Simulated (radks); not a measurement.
Species: Be I. Configuration: [He] 2s1 6p1 (not the ground configuration). All-electron calculation, scalar-relativistic Kohn-Sham, r2SCAN, spin-unpolarised, spherical densities, finite nucleus; meta-GGA in the generalised Kohn-Sham scheme; Fermi nuclear charge, rms radius 2.519 fm. Program: a radial shooting solver on a logarithmic mesh with Libxc functionals.

Normalised radial functions P(r) = r R(r), r in bohr:

```
   r/bohr * 2s, o 6p (the largest magnitude, 0.686, reaches the edge; | marks zero, & curves that meet)
  0.01452                             o *
   0.0169                             o *
  0.01952                             o *
  0.02273                             o  *
  0.02625                             o  *
  0.03056                             o  *
  0.03529                             o   *
  0.04108                             o   *
  0.04744                             o    *
  0.05479                             o     *
  0.06379                             o     *
  0.07367                             o      *
  0.08576                             o       *
  0.09904                             o       *
   0.1153                             o        *
   0.1332                             o         *
    0.155                             o         *
    0.179                             o          *
   0.2068                             o          *
   0.2407                             o          *
    0.278                             o         *
   0.3236                             o        *
   0.3737                             |o      *
   0.4351                             |o    *
   0.5025                             |o *
    0.585                             *o
   0.6756                          *  |o
   0.7802                      *      |o
   0.9083                 *           | o
    1.049             *               | o
    1.221         *                   | o
     1.41     *                       | o
    1.642   *                         | o
    1.896  *                          | o
    2.207   *                         |o
    2.549     *                       |o
    2.944         *                   o
    3.427             *              o|
    3.958                 *         o |
    4.608                      *   o  |
    5.322                         *o  |
    6.195                          o* |
    7.155                          o *|
    8.329                            o*
    9.619                             *o
    11.11                             *  o
    12.93                             *   o
    14.94                             *   o
    17.39                             * o
    20.08                            o*
    23.38                         o   *
       27                        o    *
    31.43                         o   *
     36.3                             &
    41.92                             *   o
     48.8                             *      o
    56.36                             *       o
    65.61                             *   o
    75.78                             *o
    88.22                             &
    101.9                             &
    118.6                             &
      137                             &
```

2s: eigenvalue -12.836 eV, 1 radial node at r = 0.587 bohr, <r> = 2.32 bohr, 90 % of the charge inside 3.59 bohr. 6p: eigenvalue -0.308 eV, 4 radial nodes at r = 2.95, 9.22, 19.3, 36.7 bohr, <r> = 46.0 bohr, 90 % of the charge inside 62.0 bohr.
